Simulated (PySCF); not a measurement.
Species: C6H11NSi.
Structure used (PBE0-D3(BJ)/def2-SVP), in Å, numbered top down from 1:
```
atom  x, y, z in Å
N1     2.1335   -0.0775    2.4290
C2     1.9103   -0.0313    1.2921
C3     1.5613    0.0290   -0.1157
C4     0.9627   -1.3047   -0.6175
C5    -0.3497   -1.6941    0.0610
C6    -1.5204   -0.7510   -0.2180
C7    -1.3149    0.6748    0.3098
Si8    0.2658    1.4180   -0.3819
H9     2.4746    0.2737   -0.6834
H10    0.8056   -1.2163   -1.7066
H11    1.7042   -2.1073   -0.4747
H12   -0.1840   -1.7639    1.1510
H13   -0.6221   -2.7088   -0.2702
H14   -1.7018   -0.7179   -1.3078
H15   -2.4351   -1.1786    0.2251
H16   -1.2257    0.6651    1.4106
H17   -2.1814    1.3132    0.0724
H18    0.1657    1.6315   -1.8602
H19    0.6875    2.6828    0.2866
```

Level: B3LYP/def2-SVPD in PySCF, non-relativistic, on one gas-phase PBE0-D3(BJ)/def2-SVP geometry that isn't relaxed in the solvent. The solvent is an IEF-PCM continuum (van der Waals radii × 1.2), and excitations are vertical TDDFT with non-equilibrium linear response and a frozen core. Specific hydrogen bonds and non-electrostatic terms are outside this model.

Gas-phase singlets (H = HOMO, L = LUMO):

```json
{"state": "S1", "E (eV)": "6.948", "λ (nm)": "178", "f": "0.001", "leading configuration": "H→L 62%"}
{"state": "S2", "E (eV)": "7.210", "λ (nm)": "172", "f": "0.027", "leading configuration": "H→L+1 35%"}
{"state": "S3", "E (eV)": "7.318", "λ (nm)": "169", "f": "0.019", "leading configuration": "H→L+1 51%"}
{"state": "S4", "E (eV)": "7.454", "λ (nm)": "166", "f": "0.007", "leading configuration": "H→L+3 52%"}
{"state": "S5", "E (eV)": "7.579", "λ (nm)": "164", "f": "0.015", "leading configuration": "H-1→L+1 52%"}
```

Task: What are the lowest 5 singlets in benzene (ε = 2.271)?

Result: 
```json
{"state": "S1", "E (eV)": "6.936", "λ (nm)": "179", "f": "0.002", "leading configuration": "H→L 57%", "change by rank (eV)": "-0.012"}
{"state": "S2", "E (eV)": "7.153", "λ (nm)": "173", "f": "0.054", "leading configuration": "H→L+1 66%", "change by rank (eV)": "-0.057"}
{"state": "S3", "E (eV)": "7.322", "λ (nm)": "169", "f": "0.016", "leading configuration": "H→L+2 45%", "change by rank (eV)": "+0.004"}
{"state": "S4", "E (eV)": "7.473", "λ (nm)": "166", "f": "0.016", "leading configuration": "H→L+3 59%", "change by rank (eV)": "+0.019"}
{"state": "S5", "E (eV)": "7.537", "λ (nm)": "165", "f": "0.025", "leading configuration": "H-1→L+1 71%", "change by rank (eV)": "-0.042"}
```

Task: What are the lowest 5 singlets in methanol (ε = 32.61)?

Result: 
```json
{"state": "S1", "E (eV)": "6.876", "λ (nm)": "180", "f": "0.002", "leading configuration": "H→L+1 68%", "change by rank (eV)": "-0.072"}
{"state": "S2", "E (eV)": "7.064", "λ (nm)": "176", "f": "0.048", "leading configuration": "H→L 85%", "change by rank (eV)": "-0.146"}
{"state": "S3", "E (eV)": "7.313", "λ (nm)": "170", "f": "0.006", "leading configuration": "H→L+2 78%", "change by rank (eV)": "-0.005"}
{"state": "S4", "E (eV)": "7.460", "λ (nm)": "166", "f": "0.027", "leading configuration": "H-1→L 70%", "change by rank (eV)": "+0.006"}
{"state": "S5", "E (eV)": "7.510", "λ (nm)": "165", "f": "0.016", "leading configuration": "H→L+3 84%", "change by rank (eV)": "-0.069"}
```

Task: The ground-state energy changes by -0.281 eV from gas to methanol. By how much does the total energy of gas-phase S5 change?

Result: E(S5) = E(S0) + excitation energy, so it changes by -0.281 − 0.119 = -0.400 eV: it is lowered more than the ground state, which is what a red shift means. This is the vertical state, with the slow part of the continuum still set for S0.

Task: How do the frontier levels move from gas to methanol?

Result: 
```json
{"orbital": "LUMO+2", "gas (eV)": "0.28", "solvent (eV)": "0.47", "change (eV)": "+0.19", "Löwdin shares, gas": "N1 10 %, Si8 10 %, C2 10 %, C7 8 %", "Löwdin shares, solvent": "Si8 16 %, C2 14 %, N1 12 %, C7 6 %"}
{"orbital": "LUMO+1", "gas (eV)": "0.14", "solvent (eV)": "0.25", "change (eV)": "+0.11", "Löwdin shares, gas": "Si8 28 %, H18 12 %, N1 11 %, C2 9 %", "Löwdin shares, solvent": "N1 21 %, C2 21 %, C3 10 %, H9 10 %"}
{"orbital": "LUMO", "gas (eV)": "0.00", "solvent (eV)": "0.20", "change (eV)": "+0.20", "Löwdin shares, gas": "Si8 13 %, H9 11 %, C4 10 %, H10 8 %", "Löwdin shares, solvent": "N1 26 %, C2 23 %, Si8 16 %, C3 10 %"}
{"orbital": "HOMO", "gas (eV)": "-7.98", "solvent (eV)": "-7.76", "change (eV)": "+0.22", "Löwdin shares, gas": "C3 18 %, N1 16 %, Si8 14 %, C7 12 %", "Löwdin shares, solvent": "C7 18 %, C3 15 %, Si8 15 %, C6 9 %"}
{"orbital": "HOMO-1", "gas (eV)": "-8.53", "solvent (eV)": "-8.32", "change (eV)": "+0.21", "Löwdin shares, gas": "C7 16 %, Si8 14 %, N1 13 %, C6 9 %", "Löwdin shares, solvent": "Si8 16 %, C7 14 %, C3 12 %, N1 9 %"}
{"orbital": "HOMO-2", "gas (eV)": "-9.03", "solvent (eV)": "-8.94", "change (eV)": "+0.09", "Löwdin shares, gas": "N1 37 %, C2 28 %, C3 5 %, C7 5 %", "Löwdin shares, solvent": "C6 19 %, C5 18 %, H14 11 %, H12 10 %"}
{"orbital": "HOMO-3", "gas (eV)": "-9.27", "solvent (eV)": "-9.03", "change (eV)": "+0.24", "Löwdin shares, gas": "Si8 22 %, H19 15 %, H18 13 %, C7 9 %", "Löwdin shares, solvent": "Si8 20 %, H18 17 %, N1 10 %, C5 9 %"}
```

The HOMO–LUMO gap goes from 7.98 to 7.96 eV. Rows go by rank; for HOMO-3, HOMO-2, LUMO, LUMO+1 and LUMO+2 the atom shares or the degeneracy differ between the runs, so the row needn't follow one orbital.

The run took 35 s wall on one thread, Intel Xeon 6975P-C (x86_64), shared host with 48 logical CPUs at a one-minute load of 11, and the process peaked at 1.1 GiB of memory. This is the whole response run at B3LYP/def2-SVPD in methanol, SCF included.
